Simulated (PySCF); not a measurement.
B3LYP has the VWN-RPA correlation part, as in Gaussian. Excitations are Tamm–Dancoff values on a coarser integration grid. The basis has no diffuse functions, so Rydberg states are missing or too high.

Cartesian coordinates (Å):
SMILES: [CH3][Ga]([NH2])[NH2]
```xyz
11

C      1.7723    -0.2095    -0.1066
Ga    -0.1790     0.0275     0.0022
N     -0.9533     1.6792     0.1842
N     -1.3416    -1.3882    -0.0607
H      2.2125     0.5146    -0.7928
H      2.0251    -1.2122    -0.4505
H      2.2253    -0.0598     0.8746
H     -1.9461     1.8387     0.1396
H     -0.4373     2.5367     0.0800
H     -1.0350    -2.3454    -0.0137
H     -2.3302    -1.3087     0.1109
```
Charge 0, spin multiplicity 1.

Problem. Predict the LUMO, dipole moment, T1 excitation (TDA), brightest of the four lowest singlets (TDA) and HOMO from B3LYP-D3(BJ)/def2-TZVP (PySCF 2.14.0).

Solution. 
The LUMO comes out as 0.07 eV and the dipole moment comes out as 0.16 D. The T1 excitation (TDA) is 5.00 eV and the brightest of the four lowest singlets (TDA) comes out as 6.40 eV. The HOMO is -6.31 eV.
